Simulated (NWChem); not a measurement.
All runs are NWChem calculations. System: C2H2Cl, charge 0, spin multiplicity 2, displaced from the optimised geometry. The structure started from a generated list of species. Its SCF solution wasn't tested for a lower state. Level: UPBE0/def2-TZVP.

The NWChem input:

```
start mol
memory heap 200 mb stack 900 mb global 1100 mb
geometry units angstroms nocenter noautoz
  C      1.725884    -0.341949     0.000000
  C      0.444741    -0.715553     0.000000
  Cl    -0.911320     0.444631     0.000000
  H      2.363470     0.565398     0.000000
  H      0.105229    -1.779116     0.000000
  symmetry group Cs
end
basis spherical
  * library def2-tzvp
end
dft
  xc pbe0
  odft
  mult 2
  semidirect memsize 60000000 filesize 0
  iterations 100
  grid medium
end
task dft gradient
```

Part of the output:

```
             Northwest Computational Chemistry Package (NWChem) 7.3.0
             --------------------------------------------------------

                                NWChem Input Module
                                -------------------

 Scaling coordinates for geometry "geometry" by  1.889725989
 (inverse scale =  0.529177249)

 Turning off AUTOSYM since
 SYMMETRY directive was detected!

                             Geometry "geometry" -> ""
                             -------------------------

 Output coordinates in angstroms (scale by  1.889725989 to convert to a.u.)

  No.       Tag          Charge          X              Y              Z
 ---- ---------------- ---------- -------------- -------------- --------------
    1 C                    6.0000     1.72588400    -0.34194900     0.00000000
    2 C                    6.0000     0.44474100    -0.71555300     0.00000000
    3 Cl                  17.0000    -0.91132000     0.44463100     0.00000000
    4 H                    1.0000     2.36347000     0.56539800     0.00000000
    5 H                    1.0000     0.10522900    -1.77911600     0.00000000

 Effective nuclear repulsion energy (a.u.)      79.2694739421

            Nuclear Dipole moment (a.u.)
            ----------------------------
        X                 Y               Z
 ---------------- ---------------- ----------------
     0.0000170075    -0.0000056692     0.0000000000

      Symmetry information
      --------------------

 Group name             Cs
 Group number              2
 Group order               2
 No. of unique centers     5

      Symmetry unique atoms

     1    2    3    4    5


 Summary of "ao basis" -> "" (spherical)
 ------------------------------------------------------------------------------
       Tag                 Description            Shells   Functions and Types
 ---------------- ------------------------------  ------  ---------------------
 *                         def2-tzvp                  on all atoms

                                 NWChem DFT Module
                                 -----------------

 Summary of "ao basis" -> "ao basis" (spherical)
 ------------------------------------------------------------------------------
       Tag                 Description            Shells   Functions and Types
 ---------------- ------------------------------  ------  ---------------------
 C                         def2-tzvp                11       31   5s3p2d1f
 Cl                        def2-tzvp                13       37   5s5p2d1f
 H                         def2-tzvp                 4        6   3s1p

 Summary of "ao basis" -> "ao basis" (spherical)
 ------------------------------------------------------------------------------
       Tag                 Description            Shells   Functions and Types
 ---------------- ------------------------------  ------  ---------------------
 C                         def2-tzvp                11       31   5s3p2d1f
 Cl                        def2-tzvp                13       37   5s5p2d1f
 H                         def2-tzvp                 4        6   3s1p

      Symmetry analysis of basis
      --------------------------

        a'         77
        a"         34

            General Information
            -------------------
          SCF calculation type: DFT
          Wavefunction type:  spin polarized.
          No. of atoms     :     5
          No. of electrons :    31
           Alpha electrons :    16
            Beta electrons :    15
[...]
 overlap   0.999  0.988  0.995  0.996  0.999  0.998  0.999  1.000  1.000  1.000

   alpha     71     72     73     74     75     76     77     78     79     80
    beta     71     72     73     74     75     76     77     78     79     81
 overlap   0.997  1.000  0.996  0.997  1.000  0.997  0.997  0.990  0.998  0.989

   alpha     81     82     83     84     85     86     87     88     89     90
    beta     80     82     83     85     84     86     88     87     89     90
 overlap   0.993  0.997  0.956  0.986  0.939  0.971  0.959  0.989  0.992  0.979

   alpha     91     92     93     94     95     96     97     98     99    100
    beta     91     92     93     94     95     96     97     98     99    100
 overlap   0.970  0.997  0.991  0.993  0.997  0.999  0.997  0.999  0.999  0.998

   alpha    101    102    103    104    105    106    107    108    109    110
    beta    101    102    103    104    105    106    107    108    109    110
 overlap   0.999  1.000  0.999  0.999  0.999  1.000  1.000  1.000  1.000  1.000

   alpha    111
    beta    111
 overlap   1.000

     --------------------------
     Expectation value of S2:
     --------------------------
      <S2> =      0.7692 (Exact =     0.7500)

 center of mass
 --------------
 x =  -0.10325781 y =   0.05066358 z =   0.00000000

 moments of inertia (a.u.)
 ------------------
          64.025375249868          85.072754261953           0.000000000000
          85.072754261953         259.324243816079           0.000000000000
           0.000000000000           0.000000000000         323.349619065947

     Multipole analysis of the density
     ---------------------------------

     L   x y z        total         alpha         beta         nuclear
     -   - - -        -----         -----         ----         -------
     0   0 0 0     -0.000000    -16.000000    -15.000000     31.000000

     1   1 0 0      0.352388     -1.495834      1.848205      0.000017
     1   0 1 0     -0.146791      0.347599     -0.494385     -0.000006
     1   0 0 1     -0.000000     -0.000000     -0.000000      0.000000

     2   2 0 0    -17.285592    -85.107502    -70.644162    138.466072
     2   1 1 0      1.378495     22.782910     18.554840    -39.959256
     2   1 0 1      0.000000      0.000000      0.000000      0.000000
     2   0 2 0    -16.896634    -28.714583    -26.104770     37.922718
     2   0 1 1      0.000000      0.000000      0.000000      0.000000
     2   0 0 2    -19.660928    -10.180522     -9.480406      0.000000

            General Information
            -------------------
          SCF calculation type: DFT
          Wavefunction type:  spin polarized.
          No. of atoms     :     5
          No. of electrons :    31
           Alpha electrons :    16
            Beta electrons :    15
          Charge           :     0
          Spin multiplicity:     2
          Use of symmetry is: on ; symmetry adaption is: on
          Maximum number of iterations: 100
          AO basis - number of functions:   111
                     number of shells:    43
          Convergence on energy requested:  1.00D-06
          Convergence on density requested:  1.00D-05
          Convergence on gradient requested:  5.00D-04

              XC Information
              --------------
                         PBE0 Method XC Functional
                     Hartree-Fock (Exact) Exchange  0.250
          PerdewBurkeErnzerhof Exchange Functional  0.750
            Perdew 1991 LDA Correlation Functional  1.000 local
           PerdewBurkeErnz. Correlation Functional  1.000 non-local

             Grid Information
             ----------------
          Grid used for XC integration:  medium
          Radial quadrature: Mura-Knowles
          Angular quadrature: Lebedev.
          Tag              B.-S. Rad. Rad. Pts. Rad. Cut. Ang. Pts.
          ---              ---------- --------- --------- ---------
          C                   0.70       49           9.0       434
          Cl                  1.00       88          10.0       590
          H                   0.35       45          10.0       434
          Grid pruning is: on
          Number of quadrature shells:   276
          Spatial weights used:  Erf1

          Convergence Information
          -----------------------
          Convergence aids based upon iterative change in
          total energy or number of iterations.
          Levelshifting, if invoked, occurs when the
          HOMO/LUMO gap drops below (HL_TOL):  1.00D-02
          DIIS, if invoked, will attempt to extrapolate
          using up to (NFOCK): 10 stored Fock matrices.

                    Damping( 0%)  Levelshifting(0.5)       DIIS
                  --------------- ------------------- ---------------
          dE  on:    start            ASAP                start
          dE off:    2 iters        100 iters           100 iters

      Screening Tolerance Information
      -------------------------------
          Density screening/tol_rho:  1.00D-10
          AO Gaussian exp screening on grid/accAOfunc:  14
          CD Gaussian exp screening on grid/accCDfunc:  20
          XC Gaussian exp screening on grid/accXCfunc:  20
          Schwarz screening/accCoul:  1.00D-08

                            NWChem DFT Gradient Module
                            --------------------------

  charge          =   0.00
  wavefunction    = open shell

  Using symmetry

                         DFT ENERGY GRADIENTS

    atom               coordinates                        gradient
                 x          y          z           x          y          z
   1 C       3.261448  -0.646190   0.000000    0.031933  -0.004570   0.000000
   2 C       0.840439  -1.352199   0.000000   -0.024559  -0.002257   0.000000
   3 Cl     -1.722145   0.840231   0.000000   -0.014079   0.011098   0.000000
   4 H       4.466311   1.068447   0.000000    0.012633   0.016623   0.000000
   5 H       0.198854  -3.362042   0.000000   -0.005929  -0.020894   0.000000

                 ----------------------------------------
                 |  Time  |  1-e(secs)   |  2-e(secs)   |
                 ----------------------------------------
                 |  CPU   |       0.02   |      13.48   |
                 ----------------------------------------
                 |  WALL  |       0.02   |      13.48   |
                 ----------------------------------------

 Task  times  cpu:       27.4s     wall:       27.4s

 Total times  cpu:       27.4s     wall:       27.4s
```
